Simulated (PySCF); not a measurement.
Pd(2+) (palladium, charge +2): B97-3 calculation

Configuration: [Kr] 4d7 5p1, one real determinant (an excited configuration). All numbers are calculated (PySCF 2.14, a scalar-relativistic core potential, in aug-cc-pwCVDZ-PP with ECP28MDF (6s6p5d3f, 70 functions)).

* Total energy: -125.9650 hartree
* One-electron energy: -207.9672 hartree
* Hartree (Coulomb) energy: 93.8650 hartree
* Exchange-correlation energy: -11.8629 hartree
* ⟨S²⟩: 6.0012
* ⟨L²⟩: 13.778
* Sum of ⟨r⟩: 20.52 bohr
* Sum of ⟨r²⟩: 33.90 bohr²
* Traceless quadrupole moment −½Σ⟨3z² − r²⟩ along its main axis: -3.93 e·bohr²

```csv
shell,electrons,mean orbital energy (hartree),spread (hartree),"rms radius, mean of both spins (bohr)"
4s α,1,-4.57672,0,1.01
4s β,1,-4.44386,0,1.01
4p α,3,-3.25080,0.01553,1.10
4p β,3,-3.10394,0.01764,1.10
4d α,5,-1.30806,0.04123,1.44
4d β,2,-1.22864,0.01376,1.44
5p α,1,-0.63734,0,3.18
```

⟨L²⟩ = 13.78 against 20 for a pure G term, so this real determinant mixes terms. Energies and moments cover only the electrons outside the core potential.
